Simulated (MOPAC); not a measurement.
MOPAC input (PM3):

```
PM3 FORCE THERMO(298,298) PRECISE LET CHARGE=-1 GEO-OK AUX(PRECISION=9) THREADS=1
H3OSi

O     1.17954493 1   -0.02337493 1   -0.15835422 1
Si   -0.43849169 1    0.00868955 1    0.05886763 1
H    -1.12725972 1    1.36419628 1   -0.12073909 1
H    -0.95340754 1   -0.41539699 1    1.43693539 1
H    -1.27184720 1   -0.88236283 1   -0.86612033 1
```

### Question
Which zero-point energy does it print?

### Answer
15.18 kcal/mol, from the harmonic wavenumbers of PM3.
